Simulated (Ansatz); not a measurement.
Species: sum formula SiNHBr$_{3}$, net charge -1, singlet state. It need not be the lowest isomer of its formula. Whether it binds its extra electron was not tested at this geometry. 
Coordinates optimised at B3LYP-D3(BJ)/def2-TZVP (Ansatz, a program for electronic structure):
SMILES: [NH-][Si](Br)(Br)Br
```xyz
6

Si     0.7253     0.0875    -0.1876
Br     0.2241    -0.5071     2.0142
Br    -0.3496    -1.5194    -1.3879
Br    -0.6978     1.9247    -0.4159
N      2.2608     0.2060    -0.6515
H      2.8354     0.8949    -0.1800
```
Charge -1, spin multiplicity 1.

Parts of the frozen-core correlation energy in def2-TZVPP (Ansatz, hartree). Frozen orbitals: 48; correlated occupied orbitals by spin: 16 and 16; virtual: 167 and 167. No spin-orbit coupling. No relativistic terms.

| term | value |
|---|---|
| reference (HF) | -8061.44628 |
| MP2 opposite-spin | ___ |
| MP2 same-spin | ___ |
| CCSD correlation | -0.86179 |
| (T) | ___ |
| T1 diagnostic | 0.012 |
| largest doubles amplitude | 0.028 |

Problem. Some entries are withheld; supply them.

Solution. 
- MP2 opposite-spin, value: -0.61085
- MP2 same-spin, value: -0.21165
- (T), value: -0.04044
